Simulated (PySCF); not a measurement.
## Correlation energy of P³⁺ (phosphorus, charge +3)

[Ne] 3s2, closed-shell 1S. Calculation: PySCF 2.14, in x2c-TZVPPall; the spin-free X2C one-electron Hamiltonian (Gaussian nucleus). Frozen: [Ne]; 2 electrons correlated.

With two correlated electrons CCSD is exact within the correlated space (frozen core and kept virtual orbitals).

| level | correlation energy (mhartree) |
| --- | --- |
| CCSD | -49.15 |

Diagnostics: T1 = 0.0045, D1 = 0.0064, largest double amplitude 0.114.

Cost of the coupled-cluster step: about 0.08 core-seconds, for 2 correlated electrons.
